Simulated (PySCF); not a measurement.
# RbBr: one state, many levels of theory

State: ¹Σ⁺ (singlet), closed shell. Set-up: basis Rb def2-SVP with ECP28, Br def2-SVP; scalar-relativistic core potentials; PySCF 2.14. De refers to Rb + Br in their high-spin ground configurations, without counterpoise correction. A positive dipole means Rb(−)Br(+).

```csv
Level,Re (Å),ωe (cm⁻¹),De (eV),μ (D)
RHF,3.059,166,2.97,-11.97
RHF-MP2,3.009,175,3.63,n/a
RHF-SCS-MP2,3.018,174,3.56,n/a
RHF-CCSD,3.015,174,3.45,n/a
RHF-CCSD(T),3.013,175,3.47,n/a
PBE,2.997,169,3.80,-10.50
r²SCAN,3.004,171,3.96,-11.18
r²SCANh,3.001,172,3.94,-11.24
PBE0,2.990,173,3.83,-10.99
B97-3,3.014,169,3.90,-11.25
HSE06,2.991,173,3.82,-10.95
BHandHLYP,3.004,173,3.70,-11.25
```

(1) Which functional lies closest to RHF-CCSD(T) in De, which farthest, and by how much do they differ from it?

(2) What does a quarter of exact exchange do here, going from PBE to PBE0?

(3) What does the step from GGA to meta-GGA do here, going from PBE to r²SCAN?

Measured (Huber and Herzberg, Constants of Diatomic Molecules (1979)): Re = 2.944744 Å, ωe = 169.46 cm⁻¹.

Correlated steps freeze 9 core orbitals. Correlated levels converge slowly with the basis: in double zeta they bind strong bonds too weakly, by up to about 1 eV, and carry superposition errors of some tenths. Where the molecule has an RHF reference, its open-shell atoms are computed with UHF.

Results:

(1) Closest is BHandHLYP (-0.9 pm in Re, -1.1 % in ωe, +0.23 eV in De against RHF-CCSD(T) in the same basis), farthest r²SCAN (-0.9 pm in Re, -2.3 % in ωe, +0.49 eV in De). CCSD(T) converges more slowly with the basis than the functionals do and binds too weakly in this one, so the order can change at the basis-set limit.

(2) PBE0 less PBE: -0.7 pm in Re, +2.4 % in ωe, +0.03 eV in De. Exact exchange removes part of the self-interaction that spreads semilocal densities, and in most molecules shortens and stiffens the bond and lowers De; here De goes the other way.

(3) r²SCAN less PBE: +0.7 pm in Re, +1.2 % in ωe, +0.16 eV in De.
